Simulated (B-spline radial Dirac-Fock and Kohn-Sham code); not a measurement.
Kohn-Sham estimates against Dirac-Fock for the levels of Ir³⁶⁺

System: the Ir³⁶⁺ ion, [Kr] 4d5.

The density-functional columns are spherical, spin-unpolarised Dirac-Kohn-Sham results without Breit or QED terms: −ε is minus the orbital energy of the initial state and ΔSCF the difference of two total energies. The reference in the last column comes from Dirac-Fock energy differences between relaxed states, corrected for Breit and QED terms. All numbers are from a radial B-spline solver, in eV; a selection of levels is shown. The Kohn-Sham columns are given as differences from the reference. For the 1s level of heavy atoms much of the gap between ΔSCF and the reference is the Breit and QED part, -400.4 eV here; for other levels the error of the functional can be larger.

```tsv
level	LDA −ε − DF	LDA ΔSCF − DF	Dirac-Fock
K	-226.3	+387.5	77655.1
L1	-192.4	-57.0	14979.3
L2	-141.7	+25.3	14377.8
L3	-158.3	-12.7	12768.9
M1	-110.2	-54.6	4698.6
M2	-90.9	-32.4	4434.7
M3	-89.3	-34.8	4070.4
M4	-64.5	-2.4	3639.0
M5	-65.9	-5.2	3561.8
N1	-47.8	-18.7	2034.7
N2	-33.7	-4.4	1915.3
N3	-34.4	-6.6	1806.5
N4,5	-25.4	+2.8	1612.8
```

Values without a named source are computed, but for edge energies of neutral atoms, which are taken from tables.
